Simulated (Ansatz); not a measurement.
Ideal-gas functions of `C=[C](F)[GaH2]` at 400 K and 1 bar, from an Ansatz frequency run at PBE0-D4/def2-TZVP.

Molar mass 116.78 g/mol, point group Cs (symmetry number 1), electronic degeneracy 1, moments of inertia 50.157, 180.313, 230.47 u Å². Harmonic wavenumbers (cm⁻¹, unscaled): 146, 191, 321, 334, 483, 589, 622, 740, 770, 922, 955, 1205, 1390, 1667, 1986, 2002, 3158, 3260.

Use S(trans) = R[1.5 ln M + 2.5 ln T − 1.1517]; rotational temperatures θ = 24.2544 K / I; S(rot) = R[ln(√π/σ · √(T³/θAθBθC)) + 1.5]; for each mode x = 1.438777 ν̃/T, S = R[x/(eˣ − 1) − ln(1 − e⁻ˣ)] and H = RT x/(eˣ − 1); 1 cm⁻¹ = 0.0119627 kJ/mol; R = 8.31446 J/(mol·K).

Question: By hand: the entropy, in J/(mol·K).

Answer: Translation 174.3. Rotation: θ = 0.4836, 0.1345, 0.1052 K, giving 112.7. Vibration, mode by mode: 13.76, 11.60, 7.57, 7.27, 4.69, 3.47, 3.16, 2.26, 2.08, 1.35, 1.22, 0.59, 0.34, 0.15, 0.05, 0.05, 0.00, 0.00, in all 59.6. Electronic 0.0. Sum 346.6 J/(mol·K).

Question: By hand: H − E and G − E in kJ/mol, counted from the electronic energy.

Answer: Zero-point energy ½ × 20741 × 0.0119627 = 124.1; thermal vibration 13.9; translation, rotation and pV give 4 RT = 13.3. H − E = 151.3 kJ/mol, and G − E = 151.3 − 400 × 346.6/1000 = 12.7 kJ/mol.

Vibration gives 17 % of the entropy, 13.8 J/(mol·K) of it from the mode under 150 cm⁻¹: soft modes count most, and the harmonic formula is weakest for them.
